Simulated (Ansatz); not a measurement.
Reaction (redistribution): `[CH3][AlH][SiH2][SnH3]` + `[SiH3]S` → `S[SiH2][SnH3]` + `[CH3][AlH][SiH3]`

Isolated molecules relaxed with PBE0-D4/def2-TZVP in Ansatz; ΔE leaves out vibrations. CCSD(T)/CBS adds triple-zeta CCSD(T) − MP2 to the extrapolated MP2 energy (def2 sets, frozen cores). DFT in def2-TZVPP. def2 core potentials past Kr. For Sn outer-core shells are correlated without core-valence functions, which leaves a few kJ/mol of doubt a bond. One conformer a species, not always the lowest.

`[CH3][AlH][SiH2][SnH3]`:

Cartesian coordinates in Å:
```
C -1.448 -1.769 -2.030
Al -0.022 -0.794 -1.121
Si -0.447 0.539 0.900
Sn 1.643 1.676 1.848
H -1.201 -2.835 -2.086
H -1.542 -1.421 -3.065
H -2.423 -1.671 -1.550
H 1.459 -0.858 -1.701
H -1.030 -0.308 1.985
H -1.455 1.609 0.628
H 1.312 2.588 3.256
H 2.326 2.732 0.689
H 2.829 0.510 2.247
```

`[SiH3]S`:

Cartesian coordinates in Å:
```
Si 0.114 0.352 0.376
S 0.477 -1.250 -0.991
H -0.281 1.596 -0.332
H 1.406 0.556 1.073
H -0.943 0.005 1.359
H -0.773 -1.260 -1.485
```

`S[SiH2][SnH3]`:

Cartesian coordinates in Å:
```
S -2.072 -1.439 -0.007
Si -1.074 0.447 0.210
Sn 1.470 0.160 0.086
H -1.473 -1.757 -1.166
H -1.541 1.429 -0.807
H -1.493 0.926 1.552
H 1.868 -0.686 -1.346
H 2.281 1.664 0.061
H 2.034 -0.744 1.418
```

`[CH3][AlH][SiH3]`:

Cartesian coordinates in Å:
```
C 1.714 -0.823 0.158
Al 0.281 0.364 0.754
Si -1.790 0.585 -0.557
H 1.950 -1.558 0.935
H 1.482 -1.365 -0.761
H 2.633 -0.250 -0.011
H 0.476 1.192 2.100
H -2.465 -0.738 -0.715
H -1.492 1.072 -1.938
H -2.788 1.521 0.034
```

```csv
level,ΔE (kJ/mol)
PBE0-D4,10.0
ωB97X-V,10.2
ωB97M-V,10.8
PBE,9.1
PBE0,10.4
CCSD/def2-TZVPP,12.3
SCS-MP2/def2-QZVPP,12.9
MP2/CBS(def2),13.4
```

Task: What does CCSD(T)/CBS give? (Estimate.)

Result: Ansatz gave: +12.1 kJ/mol. The listed levels differ from it by -2.1, -1.9, -1.3, -3.0, -1.7, 0.2, 0.8, 1.3 kJ/mol.

Largest T1 diagnostic among the species: 0.013.
